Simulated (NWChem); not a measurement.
Molecule: AlH3S2O; SMILES [OH][Al]([SH])[SH]

```xyz
7

Al     0.3691     0.0070    -0.0004
O      2.0590    -0.1323    -0.0015
H      2.7170     0.5633     0.0171
S     -0.7727    -1.8472    -0.0006
H      0.3549    -2.5940     0.0074
S     -0.6318     1.9469    -0.0008
H     -1.8692     1.4027     0.0156
```
Atoms are numbered in this order, from 1.

The geometry was optimised at PBE0/def2-SVP.

### Question
List the 4 lowest vertical singlet excitations from PBE0/def2-SVPD, TDA (NWChem).

### Answer
```json
[
 {"state": "S1", "energy (eV)": "5.55", "oscillator strength": "0.000", "leading excitation (squared amplitude)": "HOMO → LUMO (0.96)"},
 {"state": "S2", "energy (eV)": "6.01", "oscillator strength": "0.082", "leading excitation (squared amplitude)": "HOMO−1 → LUMO (0.94)"},
 {"state": "S3", "energy (eV)": "6.25", "oscillator strength": "0.001", "leading excitation (squared amplitude)": "HOMO → LUMO+2 (0.83)"},
 {"state": "S4", "energy (eV)": "6.43", "oscillator strength": "0.023", "leading excitation (squared amplitude)": "HOMO → LUMO+1 (0.73)"}
]
```
